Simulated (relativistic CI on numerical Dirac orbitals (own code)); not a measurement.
Hyperfine structure of Zr26+, mass number 91

Computed by Dirac-Coulomb-Breit CI, KLI orbitals optimised for each configuration, model QED (radiative potential, 1s self-energy scaled to tabulated hydrogen-like ionisation energies), unscaled Slater integrals (own radial code, finite nucleus).

Configurations in the expansion (outside the closed core [Ne]): 3s2 3p2, 3s 3p3, 3s2 3p 3d, 3p4, 3s 3p2 3d, 3p3 3d, 3s 3p 3d2, 3s2 3d 4p, 3p3 4s, 3s 3p 3d 4s, 3s2 3p 4s, 3p3 4p, 3s2 3d2, 3s 3d3, 3p2 3d2, 3p 3d3, 3p 3d2 4s, 3s2 3d 4s, 3s 3d2 4s, 3s 3p 3d 4p, 3s 3d2 4p, 3p 3d2 4p, 3s 3d 4s 4p. Double excitations out of closed p, d and f shells are left out; levels of such configurations are missing from the list, as are those of other unlisted configurations, and high levels can miss mixing partners.

Nuclear spin I = 5/2, μ = -1.3022 μN, Q = -0.176 b (tables of Stone and Pyykkö). The electronic factors are computed for point nuclear moments, without core polarisation or the Bohr-Weisskopf and QED corrections.

| Level | E (cm⁻¹) | A (MHz) | B (MHz) |
| --- | --- | --- | --- |
| 3s2 3p2 3P_1 | 122812 | 1757 | -3980 |
| 3s2 3p2 3P_2 | 156555 | -26310 | -3190 |
| 3s2 3p2 1D_2 | 305506 | -14520 | -4780 |
| 3s 3p3 5S°_2 | 609874 | -62370 | -2110 |
| 3s 3p3 3D°_1 | 730577 | 29850 | -6330 |
| 3s 3p3 3D°_2 | 758976 | -42670 | -7950 |
| 3s 3p3 3D°_3 | 803087 | -54180 | 1060 |
| 3s 3p3 3P°_1 | 892777 | -59230 | 6740 |

Levels with J = 0, under 50 % of one LS term, or S terms without an open s electron are left out. Small factors come from cancelling terms and can be off by tens of per cent or more.

At this charge energies of transitions that change n are usually good to better than 1 %, and those within a shell (Δn = 0) to a few per cent.

(1) Give the hyperfine levels of 3s2 3p2 3P_2 relative to its centre of gravity.

Results:

(1) With K = F(F + 1) − I(I + 1) − J(J + 1), E = AK/2 + B[¾K(K + 1) − I(I + 1)J(J + 1)]/[2I(2I − 1)J(2J − 1)]: F = 1/2: 182000, F = 3/2: 143900, F = 5/2: 79740, F = 7/2: -11800, F = 9/2: -132400 MHz.

LS names give the leading component of a level, which can be under half, so a name can repeat, a term be missing and a line seem to break the LS rules.
